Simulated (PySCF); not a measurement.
# The 22-electron isoelectronic series, spin-free X2C

Calculated with PySCF 2.14 from differences of total energies of unrestricted determinants, without spin-orbit coupling. Each ion has its own even-tempered basis scaled to its charge (18s12p8d4f3g for the first); frozen: [Ne]. Ionisation energies in eV, correlation energies of the ion in mhartree.

```json
{"ion": "La³⁵⁺", "configuration": "[Ar] 3d4 (5D)", "UHF": "2370.7", "LDA": "2370.5", "PBE": "2369.6", "PBE0": "2370.3", "r2SCAN": "2369.5", "MP2 (outer shells)": "2371.2", "E_corr MP2": "-480.1", "NIST (with spin-orbit, Breit and QED)": "2377 ± 5 (t)"}
{"ion": "Ce³⁶⁺", "configuration": "[Ar] 3d4 (5D)", "UHF": "2493.9", "LDA": "2493.7", "PBE": "2492.8", "PBE0": "2493.5", "r2SCAN": "2492.7", "MP2 (outer shells)": "2494.4", "E_corr MP2": "-481.6", "NIST (with spin-orbit, Breit and QED)": "2500 ± 5 (t)"}
{"ion": "Pr³⁷⁺", "configuration": "[Ar] 3d4 (5D)", "UHF": "2620.3", "LDA": "2620.0", "PBE": "2619.0", "PBE0": "2619.8", "r2SCAN": "2619.0", "MP2 (outer shells)": "2620.7", "E_corr MP2": "-482.3", "NIST (with spin-orbit, Breit and QED)": "2628 ± 4 (t)"}
{"ion": "Nd³⁸⁺", "configuration": "[Ar] 3d4 (5D)", "UHF": "2749.7", "LDA": "2749.3", "PBE": "2748.4", "PBE0": "2749.2", "r2SCAN": "2748.3", "MP2 (outer shells)": "2750.2", "E_corr MP2": "-483.0", "NIST (with spin-orbit, Breit and QED)": "2758 ± 4 (t)"}
{"ion": "Pm³⁹⁺", "configuration": "[Ar] 3d4 (5D)", "UHF": "2882.2", "LDA": "2881.8", "PBE": "2880.8", "PBE0": "2881.7", "r2SCAN": "2880.8", "MP2 (outer shells)": "2882.7", "E_corr MP2": "-484.8", "NIST (with spin-orbit, Breit and QED)": "2892 ± 4 (t)"}
{"ion": "Sm⁴⁰⁺", "configuration": "[Ar] 3d4 (5D)", "UHF": "3017.8", "LDA": "3017.3", "PBE": "3016.4", "PBE0": "3017.2", "r2SCAN": "3016.3", "MP2 (outer shells)": "3018.3", "E_corr MP2": "-485.7", "NIST (with spin-orbit, Breit and QED)": "3028 ± 4 (t)"}
{"ion": "Eu⁴¹⁺", "configuration": "[Ar] 3d4 (5D)", "UHF": "3156.6", "LDA": "3156.0", "PBE": "3155.0", "PBE0": "3155.9", "r2SCAN": "3155.0", "MP2 (outer shells)": "3157.0", "E_corr MP2": "-485.9", "NIST (with spin-orbit, Breit and QED)": "3168 ± 4 (t)"}
{"ion": "Gd⁴²⁺", "configuration": "[Ar] 3d4 (5D)", "UHF": "3298.4", "LDA": "3297.7", "PBE": "3296.8", "PBE0": "3297.6", "r2SCAN": "3296.7", "MP2 (outer shells)": "3298.8", "E_corr MP2": "-488.1", "NIST (with spin-orbit, Breit and QED)": "3312 ± 4 (t)"}
{"ion": "Tb⁴³⁺", "configuration": "[Ar] 3d4 (5D)", "UHF": "3443.3", "LDA": "3442.5", "PBE": "3441.6", "PBE0": "3442.5", "r2SCAN": "3441.6", "MP2 (outer shells)": "3443.7", "E_corr MP2": "-488.9", "NIST (with spin-orbit, Breit and QED)": "3458 ± 4 (t)"}
{"ion": "Dy⁴⁴⁺", "configuration": "[Ar] 3d4 (5D)", "UHF": "3591.4", "LDA": "3590.5", "PBE": "3589.6", "PBE0": "3590.5", "r2SCAN": "3589.5", "MP2 (outer shells)": "3591.8", "E_corr MP2": "-489.8", "NIST (with spin-orbit, Breit and QED)": "3607 ± 4 (t)"}
```

Each ion has its own basis, which adds noise of up to about 0.1 % along the series.

NIST values marked (s) are semi-empirical, (t) theoretical. Open shells are high-spin determinants of the terms that Hund's rules give; for the heavier ions, far from LS coupling, these are not the ground levels.

Spin-orbit coupling of the open shells is absent from the calculated values and included in NIST's; it grows fast with Z.
